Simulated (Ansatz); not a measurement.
Basis-set extrapolation for CH₄AlClSi, SMILES `[Cl][Al]1[CH2][SiH2]1` (PBE0-D4/def2-TZVP geometry, frozen core, Ansatz). Multiplicity 1, RHF reference.

|  | def2-TZVPP | def2-QZVPP |
| --- | --- | --- |
| HF | -1030.608491 | -1030.638296 |
| MP2 correlation | -0.550993 | -0.595897 |
| CCSD(T) correlation | -0.627031 | not run |

Energies in hartree. Use E(X) = E(∞) + A·exp(−7.88·√X) for Hartree–Fock and E(X) = E(∞) + B·X^(−2.97) for correlation, with X = 3 and 4, and add CCSD(T) minus MP2 of the smaller set to the MP2 limit.

**Question.** What is the CCSD(T) energy at the basis-set limit?

**Answer.** HF limit: -1030.638296 + (-0.029805) × 0.13774 = -1030.64240. MP2 limit: -0.595897 + (-0.044904) × 0.74074 = -0.62916. Higher-order term: -0.627031 − (-0.550993) = -0.07604. Total: -1031.34760 hartree, 294.3 kJ/mol below CCSD(T)/def2-TZVPP.
